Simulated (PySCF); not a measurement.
Spin states and ions at one geometry of Au2F2

PySCF 2.14.0, RKS r2SCAN, Au def2-SVP with ECP60, F def2-SVP; non-relativistic Hamiltonian with scalar-relativistic core potentials where named; density fitting; no spin-orbit coupling; singlets restricted, open shells unrestricted. The geometry is relaxed for charge 0, singlet, vacuum:

```xyz
4

Au    0.0000    0.0000    1.5151
Au    0.0000    0.0000   -1.5151
F     1.6034    0.0000    0.0000
F    -1.6034    0.0000    0.0000
```

Energies count from the relaxed state; an electron taken off or put on is at rest in vacuum. Charges and spins are Mulliken's.

Question: Order these states by energy, lowest first.
A. charge +1, doublet, vacuum
B. charge 0, singlet, vacuum
C. charge -1, doublet, vacuum
D. charge 0, triplet, vacuum

Answer: C (-2.31 eV), B (0.00 eV), D (0.89 eV), A (9.06 eV).

Question: How do charge and spin on the first atom follow?

Answer: 
```
                     state  spin squared  charge on Au1 (e)  spin on Au1 (e)  dipole about the centre of mass (D)
 charge 0, singlet, vacuum          0.00               0.41             0.00                                 0.00
 charge 0, triplet, vacuum          2.01               0.34             0.74                                 0.00
charge +1, doublet, vacuum          0.77               0.81             0.25                                 0.00
charge -1, doublet, vacuum          0.77              -0.07             0.47                                 0.00
```

With an electron taken off (doublet) the charges change, summed by element, by Au +0.79 e, F +0.21 e. The vertical ionisation energy is 9.06 eV, against −ε(HOMO) = 5.93 eV of the relaxed state. The level lies 3.1 eV too high, as is usual for semilocal functionals and global hybrids, which keep a self-interaction error.

With an electron put on (doublet) the charges change, summed by element, by Au -0.95 e, F -0.05 e. The vertical electron affinity is 2.31 eV, against −ε(LUMO) = 4.63 eV of the relaxed state. The basis has no diffuse functions, which an added electron needs.

Open shells may have lower solutions than those found.

No frequency check is given that shows the relaxed geometry to be a minimum.
